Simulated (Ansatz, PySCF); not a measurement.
Gas-phase reaction R1 + R2 + 2 R3 → 3 P1 + P2, each structure at its B3LYP-D3(BJ)/def2-TZVP stationary point, reached from a drawn start (curvature not checked).
P1: H2 (SMILES [H][H]), charge 0, multiplicity 1.
R1, H2O (SMILES O) (charge 0, multiplicity 1):
```xyz
3

O      0.00000     0.00000     0.38961
H      0.00000     0.76499    -0.19486
H      0.00000    -0.76499    -0.19486
```
R2, HF (SMILES F) (charge 0, multiplicity 1):
```xyz
2

F      0.0000     0.0000     0.4622
H      0.0000     0.0000    -0.4622
```
R3, SiH4 (SMILES [SiH4]) (charge 0, multiplicity 1):
```json
[
 {"atom": "Si", "x (Å)": "0.0000", "y (Å)": "0.0000", "z (Å)": "0.0000"},
 {"atom": "H", "x (Å)": "0.8547", "y (Å)": "0.8547", "z (Å)": "0.8547"},
 {"atom": "H", "x (Å)": "-0.8547", "y (Å)": "-0.8547", "z (Å)": "0.8547"},
 {"atom": "H", "x (Å)": "-0.8547", "y (Å)": "0.8547", "z (Å)": "-0.8547"},
 {"atom": "H", "x (Å)": "0.8547", "y (Å)": "-0.8547", "z (Å)": "-0.8547"}
]
```
P2: FH5OSi2 (SMILES F[SiH2]O[SiH3]), charge 0, multiplicity 1.

P less R. No zero-point or thermal terms. One arrangement of each flexible species, with no search for the lowest.

Frozen-core correlation throughout.

Programs: Ansatz (Gaussian basis) for Hartree–Fock, density functionals and correlated methods; PySCF for M06-2X and the D3/D4 terms. Each number belongs to the level named beside it.

The comparison value is -68.95 kcal/mol (CCSD(T)/cc-pV(Q+d)Z). It is a level with limits of its own, not the exact answer.

Question: Order these levels by how close they come to the comparison value for the reaction energy, closest first: M06-2X/def2-TZVPP, r2SCAN/def2-TZVPP, B97M-V/def2-TZVPP, BLYP/def2-TZVPP, r2SCAN-D4/def2-TZVPP. Give each level's value less the comparison value.

Answer: r2SCAN/def2-TZVPP (0.11 kcal/mol), r2SCAN-D4/def2-TZVPP (-0.39 kcal/mol), B97M-V/def2-TZVPP (1.55 kcal/mol), BLYP/def2-TZVPP (5.03 kcal/mol), M06-2X/def2-TZVPP (-5.24 kcal/mol)

Ansatz is a first-principles code.
